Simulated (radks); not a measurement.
Values are calculated unless marked as measured or tabulated.
Q: These are the eigenvalues of the occupied orbitals of an atom or ion with whole-number occupations (eV). Level of theory: scalar-relativistic Kohn-Sham, PBE, spin-unpolarised, spherical densities, point nucleus (a radial shooting solver on a logarithmic mesh with Libxc functionals).

1s: -17839.85
2s: -2484.409
2p: -2217.029
3s: -419.3350
3p: -332.2202
3d: -189.2598
4s: -68.9875
4p: -46.9197
4d: -17.2997

Which element is it, and in what charge state? The configuration may be excited.

A: Z = 40, zirconium, charge +2: Zr2+ in [Kr] 4d2. The list shows which subshells hold electrons but not how many an open one holds; the 1s level, -655.6 hartree, gives Z - s = 36.2 by -(Z - s)^2/2, which with screening and relativity narrows Z to a few neighbours, and the depths of the outer levels then fix element, charge and occupations together.
